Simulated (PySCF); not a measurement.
A structure optimised at B3LYP-D3(BJ)/def2-SVP, used in a PySCF frequency run:

```xyz
6

O     -1.5778    -1.2782    -1.0106
Si    -0.5674    -0.5715     0.0799
Cl    -0.8641    -1.3604     1.9660
I      1.6989    -1.0488    -0.6769
I     -0.9860     1.8501     0.1949
H     -2.5258    -1.1163    -0.9084
```

Question: Write its SMILES and formula.

Answer: O[Si](Cl)(I)I, ClHI2OSi

Question: What are its rotational constants (standard atomic weights)?

Answer: 1.1925, 0.44503, 0.36968 GHz
